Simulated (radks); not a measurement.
Initial-state core-level shifts of the copper ion Cu+ when its valence configuration changes from [Ar] 3d10. All-electron calculation, scalar-relativistic Kohn-Sham, PBE, spin-polarised, spherical densities, finite nucleus; open shells are filled with parallel spins first; Fermi nuclear charge, rms radius 3.8823 fm. Program: a radial shooting solver on a logarithmic mesh with Libxc functionals. Shifts are changes of the shell-averaged eigenvalues in eV (positive: less bound); the change of the density at the nucleus, which sets a Mossbauer isomer shift, is in e/bohr^3, on a base of 2.24e+04.

| valence | 2s | 2p | 3s | 3p | density at nucleus |
|---|---|---|---|---|---|
| 3d8 4s2 | -14.813 | -14.675 | -13.179 | -12.844 | +27.711 |
| 3d8 4p2 | -17.736 | -17.597 | -16.219 | -15.873 | +3.999 |
| 3d9.5 4s0.5 | -3.084 | -3.054 | -2.846 | -2.777 | +5.494 |
| 3d8.5 4s0.5 4p1 | -12.020 | -11.922 | -11.055 | -10.814 | +8.449 |
| 3d9 4p1 | -8.183 | -8.124 | -7.705 | -7.558 | +1.489 |
| 3d9 4s1 | -6.558 | -6.494 | -5.974 | -5.825 | +12.013 |
| 3d7 4s2 4p1 | -25.954 | -25.728 | -22.703 | -22.142 | +35.509 |
| 3d8 4s1 4p1 | -16.212 | -16.072 | -14.623 | -14.280 | +16.556 |
| 3d9.5 4p0.5 | -3.909 | -3.882 | -3.732 | -3.667 | +0.620 |
